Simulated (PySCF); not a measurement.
## Radial density of Tl (thallium, neutral)

B97-3, [Xe] 4f14 5d10 6s2 7s1, 2S determinant (an excited configuration). All numbers are calculated (PySCF 2.14, scalar relativity through the core potential, in aug-cc-pVQZ-PP with one added diffuse shell each of s, p, d, f, g type with ECP60MDF (8s8p6d4f3g, 117 functions)). This is the valence pseudo-density: the core potential removes the inner electrons and smooths the orbitals near the nucleus.

```
r (bohr)  4πr²ρ (e/bohr)  4πr²(ρα − ρβ)
  0.0219       1.013e-05         0.0000
  0.0369       1.760e-05         0.0000
  0.0620       3.494e-05         0.0000
   0.104       0.0001614         0.0000
   0.175        0.001886         0.0000
   0.295         0.05726         0.0001
   0.496           2.563         0.0040
   0.835           18.23         0.0049
    1.40           11.17         0.0197
    2.36           2.353         0.0166
    3.97          0.2442         0.0353
    6.68          0.1713         0.1701
    11.2         0.05023         0.0502
    18.9       0.0002624         0.0003
```

Energies and moments cover only the electrons outside the core potential. Spin-orbit coupling, which splits the p, d and f shells strongly at this Z, is absent. The outer electron is Rydberg-like, and this basis confines it to a smaller radius and binds it less than a complete one would.
